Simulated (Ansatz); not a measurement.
`CN[Si](F)(F)OC` → 2 C• + 2 F• + 7 H• + N• + O• + Si•  (atomization)

Calculated with Ansatz (gas phase, PBE0-D4/def2-TZVP geometries, no zero-point term in ΔE). CCSD(T)/CBS adds triple-zeta CCSD(T) − MP2 to the extrapolated MP2 energy (def2 sets, frozen cores). This one scheme is used for every species, atoms too. Functionals use def2-TZVPP. B3LYP here is the variant with VWN-RPA as its local correlation; programs differ in this. Open shells (•) are unrestricted, without spin–orbit coupling. Spin–orbit coupling would lower the free atoms: a little for C, F, O, Si. One conformer a species, not always the lowest.

Q: What is ΔE at CCSD(T)/CBS? (Estimate.)

A: Computed: +59.05 eV.

Q: What do these levels give: r2SCAN-D4, B3LYP-D4, ωB97M-V, B2PLYP, PBE, B3LYP, HF/def2-TZVPP, SCS-MP2/def2-TZVPP, CCSD/def2-TZVPP, HF/def2-QZVPP, MP2/def2-QZVPP, MP2/CBS(def2)? (Best estimate.)

A: Computed: r2SCAN-D4 58.86, B3LYP-D4 58.80, ωB97M-V 59.06, B2PLYP 58.32, PBE 59.51, B3LYP 58.31, HF/def2-TZVPP 42.90, SCS-MP2/def2-TZVPP 58.30, CCSD/def2-TZVPP 56.56, HF/def2-QZVPP 43.06, MP2/def2-QZVPP 59.74, MP2/CBS(def2) 60.40 eV.

Largest T1 diagnostic among the species: 0.012.

The D4 term adds +0.49 eV with B3LYP and +0.26 eV with PBE0; it sums over pairs of atoms, weighted by their polarisabilities, and B3LYP, whose exchange is more repulsive, gets the larger term. In def2-TZVPP, CCSD(T) changes the Hartree–Fock value by +14.47 eV (the triples alone add +0.81 eV) and MP2 by +15.81 eV; breaking electron pairs costs correlation energy, which Hartree–Fock lacks.

For atomizations the MP2-based limit and the directly extrapolated one differ by several kJ/mol either way, and by 10 to 25 for some Ge, Se and Sn compounds, so smaller differences from it don't rank the levels.
